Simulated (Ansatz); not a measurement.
Consider the ligand exchange at a Ge–S bond: `S[S][GeH3]` + `O[SiH](O)O` → `O[SiH](O)[O][GeH3]` + `SS`.

Isolated molecules relaxed with PBE0-D4/def2-TZVP in Ansatz; ΔE leaves out vibrations. CBS: MP2 limit from def2 TZ/QZ plus the TZ coupled-cluster correction, frozen cores. This one scheme is used for every species. Functionals use def2-TZVPP. For Ge outer-core shells are correlated without core-valence functions, which leaves a few kJ/mol of doubt a bond. Scalar relativity is left out up to krypton. Each species was taken in one conformer, which may not be the lowest.

`S[S][GeH3]`:

Cartesian coordinates in Å:
```
S -1.350 0.347 1.754
S 0.213 -0.882 1.221
Ge 0.404 -0.310 -0.931
H -0.633 1.429 2.114
H 0.780 1.177 -1.015
H 1.521 -1.194 -1.508
H -0.934 -0.568 -1.635
```

`O[SiH](O)O`:

Cartesian coordinates in Å:
```
O -1.163 -1.018 -0.552
Si -0.025 0.126 -0.319
O 1.316 -0.402 0.468
O -0.639 1.301 0.635
H -1.663 -1.309 0.213
H 0.318 0.588 -1.678
H 1.877 -1.037 0.021
H -0.020 1.751 1.212
```

`O[SiH](O)[O][GeH3]`:

Cartesian coordinates in Å:
```
O -1.923 0.479 0.469
Si -0.902 0.061 -0.736
O -1.053 1.155 -1.944
O 0.661 0.043 -0.285
Ge 1.530 -0.667 1.096
H -2.029 1.415 0.650
H -1.323 -1.294 -1.142
H -0.260 1.346 -2.447
H 0.948 -2.060 1.385
H 2.996 -0.748 0.654
H 1.355 0.269 2.300
```

`SS`:

```xyz
4

S    -1.060   -0.166    0.339
S     0.427    0.721   -0.751
H    -0.692   -1.451    0.175
H     1.325    0.896    0.237
```

CCSD(T)/CBS gives +10.3 kJ/mol.

Q: Another level gave +3.0 kJ/mol. Which?
A. MP2/def2-TZVPP
B. SCS-MP2/def2-TZVPP
C. PBE0-D4/def2-TZVPP
D. HF/def2-TZVPP

A: B. SCS-MP2/def2-TZVPP 3.0, MP2/def2-TZVPP 9.8, PBE0-D4 17.7, HF/def2-TZVPP -6.5 kJ/mol.

Largest T1 diagnostic among the species: 0.012.

In def2-TZVPP, CCSD(T) changes the Hartree–Fock value by +12.0 kJ/mol (the triples alone add +2.4 kJ/mol) and MP2 by +16.2 kJ/mol.
